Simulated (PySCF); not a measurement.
Sn(OH) (HOSn), SMILES [OH][Sn] (connectivity only; charge and spin as stated), neutral, multiplicity 2.

Geometry optimised at r2SCAN-D4/def2-TZVP. The def2 effective core potentials stand for the cores of Sn; spin–orbit coupling is left out.

Level of theory: TDA-M06-2X/def2-TZVPD in PySCF.

Vertical excitations. Gas-phase values at a fixed geometry.

```
state    energy (eV)  λ (nm)      f                                                                      main pairs
-------  -----------  ------  -----  ------------------------------------------------------------------------------
root 1          0.28    4449  0.000                                                                α HOMO→LUMO 99 %
root 2          2.65     467  0.007                                                              α HOMO→LUMO+1 86 %
root 3          3.66     339  0.000                                            α HOMO−1→LUMO 34 %, β HOMO→LUMO 58 %
root 4          3.97     312  0.094                                                              α HOMO→LUMO+2 88 %
root 5          4.85     256  0.002                       α HOMO→LUMO+4 15 %, α HOMO→LUMO+3 7 %, β HOMO→LUMO+1 66 %
root 6          4.97     250  0.022                        α HOMO−1→LUMO 57 %, α HOMO→LUMO+5 11 %, β HOMO→LUMO 25 %
root 7          5.15     241  0.003                      α HOMO−2→LUMO 42 %, α HOMO→LUMO+3 24 %, β HOMO−1→LUMO 24 %
root 8          5.15     241  0.003  α HOMO→LUMO+3 60 %, α HOMO−2→LUMO 10 %, β HOMO−1→LUMO 12 %, β HOMO→LUMO+1 10 %
root 9          5.47     227  0.219                                             α HOMO→LUMO+5 82 %, β HOMO→LUMO 8 %
root 10         5.48     226  0.185   α HOMO→LUMO+4 38 %, α HOMO→LUMO+6 16 %, β HOMO→LUMO+2 13 %, β HOMO→LUMO+1 9 %
```
Unrestricted roots are not spin-pure.
